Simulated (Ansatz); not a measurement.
BeTe₂⁻. Charge -1, multiplicity 2. Geometry PBE-D4/def2-TZVPD, basis def2-TZVPD, Ansatz.

| atom | x (Å) | y (Å) | z (Å) |
| --- | --- | --- | --- |
| Be1 | -0.001 | 0.001 | 0.000 |
| Te2 | 1.601 | 1.502 | -0.325 |
| Te3 | -1.601 | -1.502 | 0.324 |

```tsv
run	HOMO (eV)	LUMO (eV)
A	-1.68	-0.23
B	-0.76	-0.73
C	-0.97	-0.68
D	-3.37	1.45
E	-3.12	1.18
```

In the def2 sets Te takes a core potential; there is no spin–orbit coupling. LC-ωPBE has ω = 0.4 bohr⁻¹. HOMO above LUMO, or a gap near zero within one spin, warns that the state may not be the lowest or that an electron is smeared out. The structure comes from a short search, and lower isomers may exist.

HOMO and LUMO are taken over both spins.

Task: The runs used LC-ωPBE, PBE, PBE0, r2SCAN, ωB97M-V. Estimate which is which.

Result: A PBE0 (25 % exact exchange); B PBE (0 % exact exchange); C r2SCAN (0 % exact exchange); D LC-ωPBE (range-separated); E ωB97M-V (range-separated). Exact exchange lowers occupied and raises empty levels; among semilocal functionals meta-GGAs tend to open the gap a little, and such runs are hard to tell apart. The gap grows from 0.03 eV (PBE) to 4.82 eV (LC-ωPBE). At PBE-D4/def2-TZVPD the gap within one spin of the charge -1 doublet nearly closes, so an electron or hole may be smeared out by delocalisation error.
